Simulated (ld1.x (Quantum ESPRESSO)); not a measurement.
# N: one change to a TM semilocal potential, before and after

```
Element                 : N (Z = 7)
Generator               : ld1.x (Quantum ESPRESSO) 7.5
Type                    : norm-conserving Troullier–Martins (semilocal form)
Functional              : PBEsol
Relativity              : scalar-relativistic
Frozen core             : [He]
Valence charge          : 5
Reference configuration : 2s1.75 2p3.25
Partial waves           : 2p (bound): rc 2.30 bohr; 3d channel at 0.45 Ry: rc 2.30 bohr; 2s (bound): rc 0.80 bohr
Local potential         : the s channel
Core correction         : Bessel-smoothed model core inside 0.45 bohr
```

Change: all radii but the core radius scaled by about 1.03 (s 0.82, p 2.38, d 2.38 bohr).

Cutoffs: the cutoffs (Ry, on a coarse ladder) from which the occupation-weighted sum of valence levels, in a spherical-Bessel basis at the reference potential, stays within 10 and 1 mRy of its value at 400 Ry; they do not see the model core or the augmentation charge, which bear on the density cutoff. Errors are all-electron minus pseudo energies relative to the spin-unpolarised reference configuration.

Task: What does the change do?

Result: The potential gets neither clearly harder nor softer (50 Ry and 140 Ry → 50 Ry and 140 Ry); of the 7 tests that both files solve, the error grows in 7 and shrinks in 0 by more than 15 % and 0.3 meV (median size 82.1 → 102.6 meV); neither file shows a bound ghost. More of the atom is replaced by a form fitted at one configuration, so other configurations suffer. A semilocal file is local in each channel, so a ghost entry of none says nothing of the separable form that plane-wave codes build from it.

| quantity | base | changed |
| --- | --- | --- |
| cutoff, loose | 50 Ry | 50 Ry |
| cutoff, tight | 140 Ry | 140 Ry |
| bound ghosts | none | none |
| error for 2s2 2p3, meV [ΔE -2.86 eV] | -1.1 | -1.5 |
| error for 2s2 2p2, meV [ΔE 10.66 eV] | +82 | +103 |
| error for 2s2 2p1, meV [ΔE 39.40 eV] | +672 | +813 |
| error for 2s2 2p0, meV [ΔE 86.29 eV] | +2666 | +3134 |
| error for 2s2 2p3.3, meV [ΔE -4.46 eV] | -8.3 | -10 |
| error for 2s0 2p5, meV [ΔE 20.04 eV] | -51 | -75 |
| error for 2s1 2p0, meV [ΔE 163.80 eV] | +4302 | +5039 |
